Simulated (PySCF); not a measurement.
C₃H₁₀NSi₂ (doublet state).
Atom-mapped SMILES: `[CH3:1][Si:2]1[CH2:3][CH2:4][SiH2:5][NH:6]1` (hydrogens: H7, H8, H9 on C1; H10, H11 on C3; H12, H13 on C4; H14, H15 on Si5; H16 on N6)

Geometry (GFN2-xTB, Å), atoms numbered from 1 in this order:
```xyz
16
C3H10NSi2 angstrom
C      2.5299   -0.5706    0.3423
Si     0.9043   -0.4865   -0.6569
C     -0.6258   -1.2037    0.2433
C     -1.8378   -0.3482   -0.1259
Si    -1.3045    1.4701   -0.2696
N      0.3374    1.1672   -0.7145
H      2.8182   -1.6014    0.5200
H      3.3455   -0.0856   -0.1839
H      2.4147   -0.0802    1.3071
H     -0.8117   -2.2559    0.0262
H     -0.4470   -1.1325    1.3198
H     -2.6414   -0.4913    0.5974
H     -2.2267   -0.6816   -1.0895
H     -1.3801    2.1881    1.0107
H     -2.0183    2.2079   -1.3139
H      0.9358    1.9132   -1.0238
```

The hyperfine couplings belong to this conformer and change with its torsions.

Level of theory: UKS B3LYP, pcH-1 on C H N Si, non-relativistic, mean-field spin-orbit, GIAO in PySCF. The structure is a single GFN2-xTB conformer in the gas phase; no vibrational or solvent corrections. Couplings are sensitive to structure, and on GFN2-xTB geometries they can be far from those on DFT ones, by a factor of two or more for some ions and for spin on atoms past the first row. The SCF solution wasn't tested for stability.

Computed for the main isotopes (class means, splittings of 0.05 mT or more): g = 2.0026; N6 14N +14.5 MHz (0.52 mT); H10/H11 1H +14.2 MHz (0.51 mT); H7/H8/H9 1H +11.4 MHz (0.41 mT); H16 1H -7.6 MHz (0.27 mT); H14/H15 1H +6.9 MHz (0.25 mT); H12/H13 1H +1.9 MHz (0.07 mT); 648 first-order lines, 4.16 mT wide. Two of these splittings differ by less than 0.03 mT, so with lines wider than that fewer lines would be seen.

**Question.** What changes when 1H at H12/H13 is replaced by 2H at both sites?

**Answer.** At a fixed geometry a is proportional to g_N: 0.85744/5.58569 = 0.1535, so a goes from +1.9 to +0.3 MHz (0.011 mT). The spin goes from 1/2 to 1, so the 1:2:1 triplet becomes a 1:2:3:2:1 quintet. The spectrum then has 1080 first-order lines over 4.07 mT, counting the new splitting although it is under 0.05 mT.

**Question.** What changes when 14N at N6 is replaced by 15N?

**Answer.** The spin density stays the same (vibrational effects aside), so a scales with the nuclear g factor: -0.56638/0.40376 = -1.4028, so a goes from +14.5 to -20.3 MHz (0.724 mT). The spin goes from 1 to 1/2, so the 1:1:1 triplet becomes a 1:1 doublet. The spectrum then has 432 first-order lines over 3.85 mT.

**Question.** Where do the 29Si satellites of Si2 appear, and how strong are they?

**Answer.** a = -534.5 MHz, or 19.07 mT in magnitude, and I = 1/2, so to first order each main line has two satellites, at ±9.54 mT. The isotope's abundance is about 4.7 %, shared among 2 lines, so each has 2.5 % of the main line's intensity. At 340 mT second-order shifts move them to lower field by up to 0.27 mT.

**Question.** Give position and intensity of the satellites from 13C at C1.

**Answer.** a = +83.3 MHz, or 2.97 mT in magnitude, and I = 1/2, so to first order each main line has two satellites, at ±1.49 mT. The isotope's abundance is about 1.07 %, shared among 2 lines, so each has 0.54 % of the main line's intensity.

Means are taken over nuclei equivalent by connectivity, which assumes that they swap fast. The three 1H nuclei of mean +11.4 MHz run from -5.6 to 41.4 MHz in the frozen geometry. The 1H value of +14.2 MHz is a mean of couplings from 0.2 to 28.2 MHz in this one geometry, not an average over conformers. The 1H value of +6.9 MHz is a mean of couplings from -1.3 to 15.1 MHz in this one geometry, not an average over conformers.

Hardware: an Intel Xeon at 2.50 GHz with one thread, shared host with 64 logical CPUs at a one-minute load of 62. Cost: 2.6 min (with the writing of density and orbital grids), 0.96 GiB resident at most.
